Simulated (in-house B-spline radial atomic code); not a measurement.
## RPA and G0W0 on Hartree-Fock: Ag⁶⁺

Configuration [Kr] 4d5, highest spin, mean-field start Hartree-Fock. Computed with a B-spline radial code for spherical atoms: all electrons, scalar-relativistic (spin-free one-electron X2C), finite nucleus, each spin shell either full or empty, empty states to l = 9 with an (l + 1/2)⁻⁴ tail; G0W0 by contour deformation at full frequency.

Command:
```bash
python run_gw.py task.json out
```
Settings (radii: box in bohr, nucleus in fm):
```
Z                        47
electrons                41
configuration            [Kr] 4d5
hamiltonian              x2c
method                   hf
lmax                     9
rms_radius               4.5454
spin_polarised           True
box_radius               9.29
intervals                67
```

Run time, properties included: 6.5 s on 1 thread of Arm Neoverse N1, with other jobs on the host.

Energies (hartree):

```csv
term,value
mean-field total,-5303.52134
Hartree-Fock functional on these orbitals,-5303.52134
direct second order,-3.2221
second-order exchange,0.93355
SOSEX correction,0.88813
```

Problem. What is the RPA correlation energy, and what remains with SOSEX?

Solution. RPA gives -2.9431 hartree (-1.95 eV per electron); RPA + SOSEX gives -2.055, and the second-order doubles (MP2) -2.2886 hartree. SOSEX takes back 30 % of the RPA value.

Quasi-particle levels (eV):

```
  level  occupied  mean field  Σx - vxc     Σc  QP weight     G0W0
  4d up       yes     -107.51      0.00      ?          ?        ?
4p down       yes     -159.14      0.00  -0.66      0.970  -159.80
4s down       yes     -204.69      0.00   4.84      0.906  -199.85
4d down        no      -80.48      0.00  -3.11      0.978   -83.59
```

G0W0 = mean field + (Σx - vxc) + Σc, with Σc (partial-wave tail included) taken at the quasi-particle energy. Only the outer levels were computed. Levels of low weight are left out.

Problem. Where does G0W0 put 4d up?

Solution. At -107.90 eV, with Σc = -0.39 eV and a quasi-particle weight of 0.976. The tabulated removal energy is 106 ± 2 eV (NIST, tabulated theory); the calculation leaves out spin-orbit coupling, Breit and QED terms, and what these don't explain is the method's own error.
